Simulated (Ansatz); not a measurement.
Ligand exchange: BH(CH3)(NH2) + GaH(CH3)(NH2) → B(CH3)(NH2)2 + GaH2(CH3)

Species: BH(CH3)(NH2), singlet; GaH(CH3)(NH2), singlet; B(CH3)(NH2)2, singlet; GaH2(CH3), singlet. The partners trade H for NH2: B–H and Ga–NH2 bonds give way to B–NH2 and Ga–H.

Shapes, held fixed at every level: PBE0-D4/def2-TZVP. Programs: Ansatz 0.2.0. Electronic energies: no zero-point or thermal term.

```csv
level,kind,ΔE (kJ/mol),less CCSD(T)/def2-TZVPP
PBE-D4/def2-TZVPP,GGA,-28.9,-4.5
B3LYP-D4/def2-TZVPP,global hybrid,-30.1,-5.7
BHLYP-D4/def2-TZVPP,global hybrid,-33.5,-9.1
wB97X-V/def2-TZVPP,range-separated hybrid,-30.2,-5.8
B2PLYP/def2-TZVPP,double hybrid,-25.8,-1.4
MP2/def2-SVP,perturbation theory,-27.8,-3.4
CCSD/def2-SVP,coupled cluster or CI,-29.8,-5.4
CCSD(T)/def2-TZVPP,coupled cluster or CI,-24.4,0.0
```

The highest level, CCSD(T)/def2-TZVPP, gives ΔE = -24.4 kJ/mol; the levels span -33.5 to -24.4. The column of differences is taken from that level and isn't an error. No measured value is set beside it here. Relativity is left out for Ga unless named. Correlated rows may include outer-core shells of Ga, which these sets cover unevenly.
